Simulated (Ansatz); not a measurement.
TaS2. Total charge 0; doublet. Geometry r2SCAN-D4/def2-TZVP.

```xyz
3

Ta   -0.390    0.736    0.152
S    -0.967   -0.726   -1.323
S     1.357   -0.010    1.172
```

In the def2 sets Ta takes a core potential; there is no spin–orbit coupling. The structure comes from a short search, and lower isomers may exist.

Problem. Estimate the α-spin orbital energies around the gap (eV) in Ansatz with PBE-D4/def2-TZVPD, revPBE-D4/def2-TZVP, B97M-V/def2-TZVP, PBE0-D4/def2-TZVP, PBE0-D4/def2-TZVPD.

Solution. 
```tsv
orbital	PBE-D4/def2-TZVPD	revPBE-D4/def2-TZVP	B97M-V/def2-TZVP	PBE0-D4/def2-TZVP	PBE0-D4/def2-TZVPD
HOMO−5	-7.69	-7.57	-8.00	-8.83	-8.87
HOMO−4	-7.55	-7.42	-7.70	-8.58	-8.62
HOMO−3	-7.18	-7.07	-7.31	-8.16	-8.19
HOMO−2	-7.01	-6.89	-7.13	-7.96	-7.99
HOMO−1	-5.96	-5.84	-6.13	-6.90	-6.93
HOMO	-5.51	-5.44	-5.63	-6.67	-6.70
LUMO	-4.15	-4.04	-4.14	-3.33	-3.37
LUMO+1	-3.93	-3.79	-4.04	-3.26	-3.29
LUMO+2	-2.85	-2.72	-2.56	-1.95	-2.00
LUMO+3	-2.32	-2.16	-2.30	-1.59	-1.66
LUMO+4	-1.47	-1.26	-1.23	-0.63	-0.78
LUMO+5	-0.81	-0.49	-0.39	0.12	-0.20
β HOMO	-5.99	-5.88	-6.18	-6.97	-7.01
β LUMO	-4.06	-3.89	-4.21	-3.32	-3.35
```
